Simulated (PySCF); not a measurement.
Cl2HMoO2, neutral, multiplicity 2. Atoms are numbered in the order given.

```xyz
6

Mo     0.1025    -0.3649     0.0000
O      1.6738    -0.9520     0.0000
O     -1.2986    -1.6058     0.0000
H     -2.2573    -1.3991     0.0000
Cl    -0.1485     1.0938    -1.7440
Cl    -0.1485     1.0938     1.7440
```
Charge 0, spin multiplicity 2.

The structure is a stationary point at PBE-D3(BJ)/def2-SVP. The multiplicity is an assumed one; other spin states were not compared. The def2 effective core potentials stand for the cores of Mo; spin–orbit coupling is left out. The values are those of a single conformer.

These are PySCF with PBE-D3(BJ)/def2-SVP values and carry that method's errors.

Frequencies are harmonic and unscaled.

```tsv
mode	ν (cm⁻¹)	IR (km/mol)	moving atoms (share of kinetic energy)
1	95	1.0	O 49 %, H 22 %, Cl 17 %, Mo 13 %
2	99	2.3	Cl 80 %, Mo 11 %, O 9 %
3	149	1.3	O 74 %, Cl 25 %
4	151	6.0	O 39 %, Cl 30 %, Mo 24 %
5	245	0.7	O 76 %, Cl 14 %
6	394	2.3	Cl 57 %, H 20 %, Mo 18 %
7	403	18.0	Cl 69 %, Mo 25 %
8	442	147.9	H 55 %, O 17 %, Mo 16 %, Cl 11 %
9	565	156.0	H 81 %, O 18 %
10	713	73.3	O 76 %, Mo 16 %
11	1017	137.0	O 85 %, Mo 15 %
12	3645	144.9	H 94 %
```
